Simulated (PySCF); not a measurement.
C₆ coefficients of unlike pairs at PBEsol

Calculated with PySCF 2.14 from the dipole response of each species, C₆(A,B) = (3/π) ∫ α_A(iu) α_B(iu) du, in atomic units, from isotropic polarisabilities. For ions this is the dispersion term alone; charge-induced terms of lower order in 1/R come first.

```csv
species,configuration,basis,relativity,α (bohr³),C₆ (like pair)
O⁺,[He] 2s2 2p3 (4S),aug-cc-pVQZ (6s5p4d3f2g),none,2.686,5.311
Ti³⁺,[Ar] 3d1 (2D),aug-cc-pwCVTZ-DK (10s9p7d4f3g),spin-free X2C,2.334,6.040
Ar³⁺,[Ne] 3s2 3p3 (4S),aug-cc-pVQZ-DK (7s6p4d3f2g),spin-free X2C,3.564,9.698
```

Problem. Estimate C₆ for Ar³⁺ with Ti³⁺.

Solution. The integral gives 7.488. The combination rule 2 C_A C_B / (C_A α_B/α_A + C_B α_A/α_B) gives 7.523 and the geometric mean 7.654.

No spin-orbit coupling is included.

The other pairs:

```tsv
pair	C₆
Ti³⁺, O⁺	5.570
Ar³⁺, O⁺	7.169
```
